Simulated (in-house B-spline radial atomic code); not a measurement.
Relativistic effects in Br IV (Br3+), [Ar] 3d10 4s2 4p2: non-relativistic Hartree-Fock (point nucleus) against Dirac-Hartree-Fock (Fermi nucleus of rms radius 4.1629 fm), both averages of the configuration, computed with a B-spline radial code for spherical atoms.

```csv
orbital,ε NR (Eh),ε Dirac (Eh),<r> NR (bohr),<r> Dirac (bohr),change of <r> (%)
1s1/2,-491.5,-499.97,0.04367,0.04273,-2.2
2s1/2,-66.621,-68.552,0.1931,0.1887,-2.3
2p1/2,-59.975,-61.622,0.1671,0.1628,-2.6
2p3/2,-59.975,-59.86,0.1671,0.1666,-0.3
3s1/2,-11.278,-11.611,0.5583,0.5478,-1.9
3p1/2,-8.8779,-9.1332,0.5663,0.5552,-2.0
3p3/2,-8.8779,?,0.5663,?,?
3d3/2,-4.6235,-4.5882,0.5813,0.5809,-0.1
3d5/2,-4.6235,-4.5454,0.5813,0.5848,+0.6
4s1/2,-2.167,-2.2054,1.595,1.571,-1.5
4p1/2,-1.6736,?,1.79,?,?
4p3/2,-1.6736,-1.6692,1.79,1.789,0.0
```

(1) What happens to 3p3/2?

(2) What happens to 4p1/2?

(3) What explains the pattern of contraction and expansion?

(4) By how much does the total energy change?

## Answers

(1) Its energy goes to -8.8676 hartree and <r> to 0.565 bohr (-0.24 %).

(2) Its energy goes to -1.6951 hartree and <r> to 1.766 bohr (-1.36 %).

(3) Expansion is seen in 3d5/2. The s and p1/2 orbitals contract directly, screen the nucleus better, and so push out orbitals that have little density near the nucleus; spin-orbit coupling adds to this for j = l + 1/2 and opposes it for j = l - 1/2.

(4) By -32.581 hartree, from -2570.001 to -2602.582.
